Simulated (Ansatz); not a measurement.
Start from `CS[SiH2]S` and change one atom or group to get `CS[SiH2][GeH3]`.

Ansatz, PBE0-D4/def2-TZVP geometries, multiplicity 1. Each molecule was computed in one conformer, which needn't be the lowest.

Scalar relativity is left out up to krypton.

```tsv
property	`CS[SiH2]S`
HOMO–LUMO gap (PBE/def2-TZVPP) / eV	4.98
LUMO energy (ωB97M-V/def2-TZVPP) / eV	1.90
zero-point energy (PBE0-D4/def2-TZVP) / kJ/mol	174.1
LUMO energy (PBE0/def2-TZVPP) / eV	0.03
HOMO energy (ωB97M-V/def2-TZVPP) / eV	-9.23
HOMO–LUMO gap (PBE0/def2-TZVPP) / eV	7.10
```

Q: Give the same properties after the change, and the shifts. (Estimate.)

A: Ansatz gave: 
```json
{"property": "HOMO–LUMO gap (PBE/def2-TZVPP) / eV", "`CS[SiH2][GeH3]`": "4.66", "shift": "-0.32"}
{"property": "LUMO energy (ωB97M-V/def2-TZVPP) / eV", "`CS[SiH2][GeH3]`": "1.59", "shift": "-0.31"}
{"property": "zero-point energy (PBE0-D4/def2-TZVP) / kJ/mol", "`CS[SiH2][GeH3]`": "208.9", "shift": "34.8"}
{"property": "LUMO energy (PBE0/def2-TZVPP) / eV", "`CS[SiH2][GeH3]`": "-0.18", "shift": "-0.21"}
{"property": "HOMO energy (ωB97M-V/def2-TZVPP) / eV", "`CS[SiH2][GeH3]`": "-8.94", "shift": "0.29"}
{"property": "HOMO–LUMO gap (PBE0/def2-TZVPP) / eV", "`CS[SiH2][GeH3]`": "6.64", "shift": "-0.46"}
```

With PBE0 the HOMO rises by 0.25 eV and the LUMO falls by 0.21 eV, so the gap narrows by about 0.46 eV. PBE moves the HOMO by 0.20 eV and ωB97M-V by 0.29 eV. The zero-point energy changes by 34.8 kJ/mol with +6 modes.
